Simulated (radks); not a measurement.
Spherical quantum dot in the effective-mass picture: electrons in a well V = -V0 / (1 + exp((r - R)/a)) with V0 = 23.1, R = 2.22, a = 0.14, with a point charge +2 (a donor) at the centre, all in effective atomic units (hartree* = m*/eps^2 hartree, bohr* = eps/m* bohr), one dielectric constant everywhere. Calculated with a radial shooting solver with Libxc functionals: non-relativistic Kohn-Sham, LDA (Slater exchange, Perdew-Wang correlation), spin-polarised, spherical densities. Levels are named by radial order and angular momentum (1s, 1p, 1d, 2s, ...), and open shells are averaged over m. Each electron was tried in the lowest free levels, single moves between levels near the top were tried too, and the lowest total energy was kept; such a search can miss a lower state. At N = 1 the Hartree and exchange-correlation terms need not cancel, so that row can carry a self-interaction error.

| N | open shells | 2S | E (hartree*) | addition energy mu(N+1) - mu(N) (hartree*) | e(HOMO) (hartree*) |
|---|---|---|---|---|---|
| 1 | 1s(up 1, down 0) | 1 | -24.9810 | 1.194 | -24.511 |
| 2 | none | 0 | -48.7679 | 2.637 | -23.367 |
| 3 | 1p(up 1, down 0) | 1 | -69.9182 | 0.6039 | -20.854 |
| 4 | 1p(up 2, down 0) | 2 | -90.4646 | 0.6237 | -20.236 |
| 5 | 1p(up 3, down 0) | 3 | -110.387 | 0.8083 | -19.609 |
| 6 | 1p(up 3, down 1) | 2 | -129.502 | 0.5849 | -18.826 |
| 7 | 1p(up 3, down 2) | 1 | -148.031 | 0.5993 | -18.231 |
| 8 | none | 0 | -165.961 | 1.584 | -17.629 |
| 9 | 2s(up 1, down 0) | 1 | -182.307 | 0.7956 | -16.010 |
| 10 | none | 0 | -197.857 | 0.7078 | -15.198 |
| 11 | 1d(up 1, down 0) | 1 | -212.700 | 0.5585 | -14.564 |
| 12 | 1d(up 2, down 0) | 2 | -226.984 | 0.5192 | -13.979 |
| 13 | 1d(up 4, down 0) 2s(up 1, down 0) | 5 | -240.749 | 0.5616 | -13.485 |
| 14 | 1d(up 5, down 0) 2s(up 1, down 0) | 6 | -253.952 | 0.6807 | -12.922 |
| 15 | 1d(up 5, down 0) | 5 | -266.474 | 0.6267 | -12.171 |
| 16 | 1d(up 5, down 1) | 4 | -278.370 | 0.5384 | -11.594 |
| 17 | 1d(up 5, down 3) 2s(up 1, down 0) | 3 | -289.728 | 0.5265 | -11.105 |
| 18 | 1d(up 5, down 4) 2s(up 1, down 0) | 2 | -300.558 | 0.5488 | -10.557 |
| 19 | 2s(up 1, down 0) | 1 | -310.840 | 0.6371 | -10.008 |
| 20 | none | 0 | -320.485 | 1.848 | -9.2848 |
| 21 | 1f(up 1, down 0) | 1 | -328.283 | 0.5289 | -7.5329 |
| 22 | 1f(up 2, down 0) | 2 | -335.551 | 0.5291 | -7.0038 |
| 23 | 1f(up 3, down 0) | 3 | -342.290 | 0.5290 | -6.4748 |
| 24 | 1f(up 4, down 0) | 4 | -348.501 | 0.5287 | -5.9459 |
| 25 | 1f(up 5, down 0) | 5 | -354.182 | 0.5283 | -5.4174 |
| 26 | 1f(up 6, down 0) | 6 | -359.336 | 0.5279 | -4.8893 |
| 27 | 1f(up 7, down 0) | 7 | -363.961 | 0.6651 | -4.3617 |
| 28 | 1f(up 7, down 1) | 6 | -367.921 | - | -3.7007 |

All shells are closed at N = 2, 8, 10, 20 (there: 1s2 1p6 1d10 2s2); the second difference of the energy has clear peaks (12 % above both neighbours; the first and last values, which can be the largest, are not judged, and half-filled shells can peak too) at N = 2, 5, 8, 20.
